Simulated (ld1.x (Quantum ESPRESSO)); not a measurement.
# What one change does to a pseudopotential (aluminium (Al), RRKJ)

* Element: Al
* Generator: ld1.x (Quantum ESPRESSO) 7.5
* Type: norm-conserving RRKJ (Kleinman–Bylander form)
* Functional: PBE
* Relativity: scalar-relativistic
* Frozen core: [Ne]
* Valence charge: 3
* Reference configuration: 3s2 3p0 (charge +1)
* Partial waves: 3p (bound, empty): rc 2.00 bohr; 3s (bound): rc 1.45 bohr
* Local potential: the s channel
* Core correction: Bessel-smoothed model core inside 0.65 bohr
* rho0: 0.005

Change: wave 3p (bound): rc 2.00 bohr becomes 3p (bound): rc 2.18 bohr.

Cutoffs: the cutoffs (Ry, on a coarse ladder) from which the occupation-weighted sum of valence levels, in a spherical-Bessel basis at the reference potential, stays within 10 and 1 mRy of its value at 400 Ry; they do not see the model core or the augmentation charge, which bear on the density cutoff. Errors are all-electron minus pseudo energies relative to the spin-unpolarised reference configuration.

**Question.** How do hardness, ghosts and transferability respond?

**Answer.** The potential gets neither clearly harder nor softer (35 Ry and 70 Ry → 35 Ry and 70 Ry); of the 7 tests that both files solve, the error grows in 3 and shrinks in 0 by more than 15 % and 0.3 meV (median size 4.4 → 4.3 meV); neither file shows a bound ghost. More of the atom is replaced by a form fitted at one configuration, so other configurations suffer.

| quantity | base | changed |
| --- | --- | --- |
| cutoff, loose | 35 Ry | 35 Ry |
| cutoff, tight | 70 Ry | 70 Ry |
| bound ghosts | none | none |
| error for 3s2 3p1, meV [ΔE -5.76 eV] | +3.3 | +3.3 |
| error for 3s1 3p0, meV [ΔE 19.23 eV] | +3.9 | +3.9 |
| error for 3s2 3p0.5, meV [ΔE -3.68 eV] | +1.1 | +1.2 |
| error for 3s0 3p3, meV [ΔE 4.69 eV] | -23 | -34 |
| error for 3s1 3p1, meV [ΔE 5.81 eV] | -4.6 | -7.2 |
| error for 3s2 3p1.3, meV [ΔE -6.34 eV] | +4.4 | +4.3 |
| error for 3s1 3p2, meV [ΔE -0.62 eV] | -5.6 | -8.5 |
